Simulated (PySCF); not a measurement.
Compound: C₅H₁₄N₂Si.
Atom-mapped SMILES: `[CH2:1]=[CH:2][N:3]([NH:4][CH3:5])[SiH:6]([CH3:7])[CH3:8]` (hydrogens: H9, H10 on C1; H11 on C2; H12 on N4; H13, H14, H15 on C5; H16 on Si6; H17, H18, H19 on C7; H20, H21, H22 on C8)

Cartesian coordinates in Å at the GFN2-xTB level; atoms count from 1:
```xyz
22
C5H14N2Si angstrom
C     -2.7366   -1.1247   -0.4497
C     -1.5648   -1.2009    0.1752
N     -0.4745   -0.3796    0.0215
N     -0.5372    0.7228   -0.8628
C     -1.2526    1.8567   -0.2994
Si     1.1446   -0.6547    0.6166
C      1.8053    0.9430    1.4031
C      2.2831   -1.1561   -0.8216
H     -2.9796   -0.3683   -1.1767
H     -3.5083   -1.8429   -0.2452
H     -1.3768   -1.9901    0.8890
H     -0.9816    0.4216   -1.7298
H     -0.7130    2.1930    0.5843
H     -1.2551    2.6549   -1.0397
H     -2.2851    1.6299   -0.0093
H      1.0208   -1.7297    1.6115
H      1.1753    1.2860    2.2181
H      1.8683    1.7415    0.6700
H      2.8018    0.7870    1.8039
H      3.2950   -1.3426   -0.4765
H      1.9311   -2.0578   -1.3139
H      2.3294   -0.3695   -1.5693
```

Mayer bond orders were computed from the PBE0/pcSseg-1 density (PySCF). Geometry: GFN2-xTB, one conformer, isolated molecule.

Problem. The orders 0.81, 0.96, 1.06, 1.87 belong to the bonds C1–C2, C2–N3, N3–Si6, Si6–C8, in another order. Match them.

Solution. N3–Si6 0.81; Si6–C8 0.96; C2–N3 1.06; C1–C2 1.87.

Problem. Set the orders of all bonds between heavy atoms beside their lengths and the difference of the Hirshfeld charges at their ends.

Solution. 
```json
{"bond": "C1–C2", "Mayer order": "1.866", "length (Å)": "1.330", "q(first) − q(second) (e)": "-0.164"}
{"bond": "C2–N3", "Mayer order": "1.063", "length (Å)": "1.374", "q(first) − q(second) (e)": "+0.095"}
{"bond": "N3–N4", "Mayer order": "1.009", "length (Å)": "1.415", "q(first) − q(second) (e)": "-0.002"}
{"bond": "N4–C5", "Mayer order": "0.964", "length (Å)": "1.454", "q(first) − q(second) (e)": "-0.025"}
{"bond": "Si6–C7", "Mayer order": "0.963", "length (Å)": "1.899", "q(first) − q(second) (e)": "+0.627"}
{"bond": "Si6–C8", "Mayer order": "0.962", "length (Å)": "1.902", "q(first) − q(second) (e)": "+0.630"}
{"bond": "N3–Si6", "Mayer order": "0.815", "length (Å)": "1.747", "q(first) − q(second) (e)": "-0.514"}
```

The Mayer order sums products of elements of PS (density times overlap matrix) between the two atoms' basis functions, so it depends on the basis set.

These values come from a run that also computed NMR shieldings. The run took about 1.9 min of CPU time (one thread, shared machine).
